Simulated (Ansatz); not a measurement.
Several settings on one geometry of Al₃Ga⁻ (that of the charge -1 doublet, PBE0-D4/def2-SVPD). Ansatz on 2 threads of Arm Neoverse V2 on a shared host; times are rough.

```xyz
4

Al   -0.5221    1.4741    0.0696
Al    1.8919    0.6602   -0.0087
Al    0.5060   -1.4793   -0.0705
Ga   -1.8758   -0.6550    0.0096
```

Totals from different functionals, basis sets or treatments of relativity can't be compared as stabilities.

Correlated methods freeze 24 core orbitals; core or outer-core shells of Ga are correlated, in sets that lack core-valence functions.

The spins typed aren't always the lowest for that charge.

(1) Give the basis size and estimate the energy, ⟨S²⟩ and time of these runs.

```csv
run,method,charge,state,further keys
1,UKS PBE0/def2-TZVPP,-1,quartet,scf: {omitted_lower_state_checks: [starts]}; forces asked
2,"ROHF, rpa/pcseg-2",-1,doublet,–
3,ROKS LDA (SPW92)/def2-mTZVPP,-1,doublet,"fitting: {mean_field: cc-pVTZ-jkfit}; point_charges: [{charge: 1.00, position_ang: [6.709, -0.941, 0.640]}]; scf: {omitted_lower_state_checks: [starts]}; forces asked"
```

## Answers

(1) 
| run | functions | energy (Eh) | ⟨S²⟩ | wall time |
| --- | --- | --- | --- | --- |
| 1 | 174 | -2651.5644 | 3.77 | 27 s |
| 2 | 145 | -2649.3553 | – | 18 s |
| 3 | 102 | -2646.1156 | – | 1.6 s |

The highest occupied level of an anion often lies above zero with these methods, and sets without diffuse functions describe the outer electron poorly.
